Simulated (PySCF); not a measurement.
Ge(H)3(NHtBu), SMILES CC(C)(C)[NH][GeH3] (C4H13GeN) at its GFN2-xTB optimised geometry (Å):

```
19

Ge    -0.0166     0.7482     0.0000
N     -0.6012     0.0498     1.5579
C     -0.4952    -1.3415     1.9757
C     -1.5779    -2.2024     1.3132
C      0.8839    -1.8633     1.5880
C     -0.6572    -1.3942     3.4992
H     -0.4796     0.0586    -1.2624
H     -0.5336     2.1487     0.0000
H      1.4787     0.7482     0.0000
H     -1.4856     0.4331     1.8660
H     -1.4787    -2.1487     0.2298
H     -1.4864    -3.2411     1.6215
H     -2.5686    -1.8443     1.5878
H      1.0283    -2.8752     1.9575
H      1.6518    -1.2177     2.0078
H      0.9876    -1.8681     0.5032
H     -0.5444    -2.4133     3.8600
H      0.0948    -0.7675     3.9720
H     -1.6408    -1.0309     3.7906
```

Method: PBE0/def2-SVP in PySCF 2.14.0. Cells within 0.4 Å of a nucleus heavier than hydrogen are left out (blank, or x).

Map of the deformation density (molecule minus spherical neutral atoms) (e/bohr³) on the plane z = 0.0 Å:

```
|111111111111111111111111111|
|111111111111111111111111111|
|111111111111111111111111111|
|111111111111111111111111111|
|111111111111111111111111111|
|111111111111111111111111111|
|111111111112321111111111111|
|111111111127842111111111111|
|111111111137852111111111111|
|111111111124311232111111111|
|1111111111110x0366211111111|
|111111111111xxx389311111111|
|111111111111001354211111111|
|111111111111111122111111111|
|111111111111110111111111111|
|111111111111111111111111111|
|111111111111111111111111111|
|111111111111111111111111111|
|111111111111111101111111111|
|111111112211111101111111111|
|111111112211111111111111111|
|111111111111111111111111111|
|111111111111111111111111111|
|111111111111111111111111111|
|111111111111111111111111111|
|111111111111111111111111111|
|111111111111111111111111111|
```
Scale: ten equal steps from -0.017 (start of '0') to 0.072 (end of '9'), in the order '0123456789'; x runs from -4.50 to 4.50, y from -4.50 (bottom) to 4.50 (top).
